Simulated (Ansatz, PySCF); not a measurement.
System: sum formula HSF2, charge 1, multiplicity 1. It need not be the lowest isomer of its formula. 
Geometry from a B3LYP-D3(BJ)/def2-TZVP (Ansatz, a first-principles code) optimisation:
```xyz
4

F     -1.1826    -0.4559     0.1935
S     -0.0085     0.4211    -0.2493
F      1.1977    -0.4304     0.1552
H      0.0004     1.2393     0.8511
```
Charge +1, spin multiplicity 1.

Property: vertical ionisation energy (to the doublet state of charge +2; each state is the SCF solution reached for its spin), in eV. Cores are frozen in the correlated levels unless marked. UHF or UKS for open shells. No spin-orbit coupling. Non-relativistic. Basis-set limits of correlation are two-point, X^-3; Hartree-Fock from the larger set. [CCSD(T)-MP2]/basis is that difference in the basis named.

| level | program | vertical ionisation energy (eV) | minus last row |
|---|---|---|---|
| HF/aug-cc-pV(D+d)Z | Ansatz | 20.82 | -0.42 |
| HF/aug-cc-pV(T+d)Z | Ansatz | 20.75 | -0.49 |
| HF/aug-cc-pV(Q+d)Z | Ansatz | 20.75 | -0.49 |
| SVWN5/def2-TZVPD | Ansatz | 20.66 | -0.58 |
| PBE0/def2-TZVPD | Ansatz | 20.91 | -0.33 |
| CAM-B3LYP/def2-TZVPD | Ansatz | 21.07 | -0.17 |
| wB97M-V/def2-TZVPD | Ansatz | 20.98 | -0.26 |
| B2PLYP/def2-TZVPD | Ansatz | 20.90 | -0.34 |
| RI-MP2/aug-cc-pV(T+d)Z | Ansatz | 21.10 | -0.14 |
| RI-MP2/aug-cc-pV(Q+d)Z | Ansatz | 21.18 | -0.06 |
| CCSD/aug-cc-pV(D+d)Z | Ansatz | 21.07 | -0.17 |
| CCSD/aug-cc-pV(T+d)Z | Ansatz | 21.23 | -0.01 |
| CCSD(T)/aug-cc-pV(D+d)Z | Ansatz | 20.95 | -0.29 |
| RI-MP2/CBS(aug-cc-pV(T+d)Z,aug-cc-pV(Q+d)Z)+[CCSD(T)-MP2]/aug-cc-pV(D+d)Z | Ansatz | 21.23 | -0.01 |
| RI-MP2/CBS(aug-cc-pV(T+d)Z,aug-cc-pV(Q+d)Z)+[CCSD(T)-MP2]/aug-cc-pV(T+d)Z | Ansatz | 21.24 | 0.00 |

For comparison, minus the highest occupied orbital energy (PySCF): 16.32 eV at SVWN5/def2-TZVPD, 17.06 eV at TPSSh/def2-TZVPD, 19.42 eV at M06-2X/def2-TZVPD.
